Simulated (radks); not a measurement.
Trend from Ni2+ to Pt2+: ionisation energy by Delta-SCF between NIST ground configurations, and size. Calculated with a radial shooting solver on a logarithmic mesh with Libxc functionals: scalar-relativistic Kohn-Sham, r2SCAN, spin-polarised, spherical densities, finite nucleus; open shells are filled with parallel spins first (spin-orbit coupling, left out, can overturn this in heavy ions); meta-GGA in the generalised Kohn-Sham scheme; Fermi nuclear charge, rms radius of each element as measured or else 0.836 A^(1/3) + 0.57 fm.

\begin{tabular}{lrrrrrrrr}
species & configuration & configuration of the ion & IE (eV) & NIST (eV) & kind & outermost & <r> outermost (bohr) & r at 0.001 e/bohr^3 (bohr) \\ \hline
Ni2+ & [Ar] 3d8 & [Ar] 3d7 & 35.500 & 35.19 & exp. & 3d & 0.980 & 2.95 \\
Pd2+ & [Kr] 4d8 & [Kr] 4d7 & 33.075 & 32.930 & semi-emp. & 4d & 1.37 & 3.33 \\
Pt2+ & [Xe] 4f14 5d8 & [Xe] 4f14 5d7 & 31.096 & 29 & theory & 5d & 1.55 & 3.53 \\
\end{tabular}

Reference values: NIST Atomic Spectra Database (exp. = measured, semi-emp. = semi-empirical, theory = theoretical value adopted there). Open shells are spherical and high-spin; term and fine-structure splittings are not resolved. Spin-orbit splitting is averaged out at the scalar-relativistic level.
